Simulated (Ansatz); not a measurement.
Start from `CC#[C][GeH3]` and change one atom or group to get `CC#[C][SnH3]`.

Ansatz, PBE0-D4/def2-TZVP geometries, multiplicity 1. 

Elements past krypton have def2 core potentials. Scalar relativity is left out up to krypton.

| property | `CC#[C][GeH3]` |
| --- | --- |
| HOMO energy (PBE/def2-TZVPP) / eV | -6.39 |
| HOMO–LUMO gap (ωB97M-V/def2-TZVPP) / eV | 12.32 |
| HOMO–LUMO gap (B3LYP/def2-TZVPP) / eV | 7.67 |
| LUMO energy (PBE0/def2-TZVPP) / eV | 0.53 |
| HOMO energy (B3LYP/def2-TZVPP) / eV | -7.35 |
| HOMO–LUMO gap (PBE0/def2-TZVPP) / eV | 8.12 |

Q: What does the change do to each property? (Best estimate.)

A: Ansatz gave: 
```
                               property  `CC#[C][SnH3]`  shift
      HOMO energy (PBE/def2-TZVPP) / eV           -6.35   0.04
HOMO–LUMO gap (ωB97M-V/def2-TZVPP) / eV           11.45  -0.87
  HOMO–LUMO gap (B3LYP/def2-TZVPP) / eV            7.50  -0.17
     LUMO energy (PBE0/def2-TZVPP) / eV            0.43  -0.10
    HOMO energy (B3LYP/def2-TZVPP) / eV           -7.29   0.06
   HOMO–LUMO gap (PBE0/def2-TZVPP) / eV            7.96  -0.16
```

With PBE0 the HOMO rises by 0.06 eV and the LUMO falls by 0.10 eV, so the gap narrows by about 0.16 eV. PBE moves the HOMO by 0.04 eV and ωB97M-V by 0.06 eV.

B3LYP here is the variant with VWN-RPA as its local correlation; programs differ in this.
